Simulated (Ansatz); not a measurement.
H4NO3V can be A, `[NH2][V](=[O])([OH])[OH]`, or B, `[NH]=[V]([OH])([OH])[OH]`.

Computed with Ansatz on PBE0-D4/def2-TZVP structures; ΔE is electronic, products minus reactants. CCSD(T)/CBS adds triple-zeta CCSD(T) − MP2 to the extrapolated MP2 energy (def2 sets, frozen cores). Functionals use def2-TZVPP. B3LYP here is the variant with VWN-RPA as its local correlation; programs differ in this. For V outer-core shells are correlated without core-valence functions, which leaves a few kJ/mol of doubt a bond. Scalar relativity is left out up to krypton. One conformer a species, not always the lowest.

(1) Which is lower in electronic energy at CCSD(T)/CBS, and by how much? (An estimate is asked.)

(2) Give E(B) − E(A) in kJ/mol with B3LYP-D4, B3LYP, CCSD(T)/def2-TZVPP, B2PLYP, PBE-D4, ωB97M-V, MP2/def2-TZVPP. (Best estimate.)

Largest T1 diagnostic: 0.033.

Answers

(1) Ansatz gave: A, by 42.0 kJ/mol.

(2) Ansatz gave: B3LYP-D4 54.8, B3LYP 54.9, CCSD(T)/def2-TZVPP 47.3, B2PLYP 53.2, PBE-D4 58.3, ωB97M-V 54.3, MP2/def2-TZVPP 36.4. None reverses the order clearly.

In def2-TZVPP, CCSD(T) changes the Hartree–Fock value by −3.9 kJ/mol (the triples alone add −0.6 kJ/mol) and MP2 by −14.7 kJ/mol. From PBE to PBE0 (25 % exact exchange), in def2-TZVPP and without D4, E(B) − E(A) moves by −3.1 kJ/mol.
